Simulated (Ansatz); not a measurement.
Compare A (`F[C@@H]1[C@@H](F)[C@H](F)C(F)(F)[C@@H]1F`) with its isomer B (`F[C@@H]1[C@@H](F)CC(F)(F)C1(F)F`).

Isolated molecules relaxed with PBE0-D4/def2-TZVP in Ansatz; ΔE leaves out vibrations. CBS: MP2 limit from def2 TZ/QZ plus the TZ coupled-cluster correction, frozen cores. Functionals use def2-TZVPP. B3LYP here is the variant with VWN-RPA as its local correlation; programs differ in this.

Question: Which is lower in electronic energy at CCSD(T)/CBS, and by how much? (An estimate is asked.)

Answer: Ansatz gave: B, by 49.3 kJ/mol.

Question: Give E(B) − E(A) in kJ/mol with ωB97M-V, MP2/def2-TZVPP, HF/def2-TZVPP, BLYP-D4, CCSD(T)/def2-TZVPP, CCSD(T)/def2-SVP, B3LYP-D4. (Estimate.)

Answer: Ansatz gave: ωB97M-V -49.9, MP2/def2-TZVPP -51.5, HF/def2-TZVPP -46.5, BLYP-D4 -44.5, CCSD(T)/def2-TZVPP -49.5, CCSD(T)/def2-SVP -58.6, B3LYP-D4 -45.9. None reverses the order clearly.

Question: Does the order hold for the free energy at 298.15 K (harmonic terms from PBE0-D4)? (Estimate.)

Answer: The calculation gave: Yes: G(B) − G(A) = -49.0 kJ/mol. Modes under 60 cm⁻¹, often nearly free rotors, make the harmonic entropy too high.

Largest T1 diagnostic: 0.012.

At CCSD(T), def2-SVP lies −9.3 kJ/mol from the extrapolated value and def2-TZVPP −0.2 kJ/mol. From BLYP to BHLYP (50 % exact exchange), in def2-TZVPP and without D4, E(B) − E(A) moves by −3.3 kJ/mol.
